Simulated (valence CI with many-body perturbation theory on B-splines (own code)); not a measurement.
Results of a calculation; reference values are marked as such.
**Ta III: what the settings do**

Method: valence CI with perturbative core correlation (CI+MBPT): three valence electrons over a frozen Dirac-Fock core [Xe] 4f14, a basis of 6 s, 6 p, 5 d, 5 f, 1 g functions for each j, with the one-electron correlation potential Σ1 (screened to all orders), the two-electron term Σ2, the three-electron term Σ3, Breit, model QED; selected single and double excitations, second order for the rest, scaled by the run's own slope (own B-spline code, finite nucleus).

No measured levels were compared; by estimate terms of the open shell hold to 2 to 4 % of their energy, and close levels can change places; different configurations can be misplaced against each other by 1,000 to 8,000 cm⁻¹. Only levels of the ground parity were solved; by the run's estimate the other parity begins above the list, which can be wrong where configurations are misplaced.

The reference run has the lowest level 5d3 4F_3/2 and an ionisation energy of 24.0317 eV. Its largest variational space holds 5050 state functions.

Names give the largest LS component (configuration and term), which can be under half, so a name can repeat, a term be missing and a line seem to break the LS rules; names also repeat where a configuration has a term twice. Letters in brackets count levels of one name in rising energy.

Changed runs:
A. logarithmic knot step 0.27 → 0.4
B. size limit of the variational space 10000 → 6000
C. size limit of the variational space 10000 → 6000; logarithmic knot step 0.27 → 0.4
D. correlating orbitals by l 3 3 3 3 1 → 0 0 0 0 0 (bad on purpose)

Excitation energies of the reference run in cm⁻¹, and shifts in cm⁻¹:

```csv
Level,Reference,A,B,C,D
5d3 4F_5/2,2371,-1.7,0,-1.7,-104
5d3 4F_7/2,4696,-3.1,0,-3.1,-72
5d2 6s 4F_3/2 [a],6561,-13,0,-13,+265
5d3 4F_9/2,6716,-4.1,0,-4.2,+88
5d2 6s 4F_3/2 [b],7955,-10,-0.1,-10,+623
5d2 6s 4F_5/2,8437,-17,0,-17,+254
5d3 2P_1/2,8550,-6.6,-0.1,-6.7,+690
5d2 6s 4F_7/2,11342,-14,-0.1,-14,+349
5d3 2G_7/2,11858,-12,-0.1,-13,+937
5d3 2H_9/2 [a],12730,-6.6,-0.1,-6.7,+1085
5d3 2D_5/2,13025,-12,-0.1,-12,+816
5d3 4P_1/2,13198,-7.0,-0.1,-7.2,+686
Ionisation energy (eV),24.0317,-0.0065,0,-0.0065,+0.0287
```
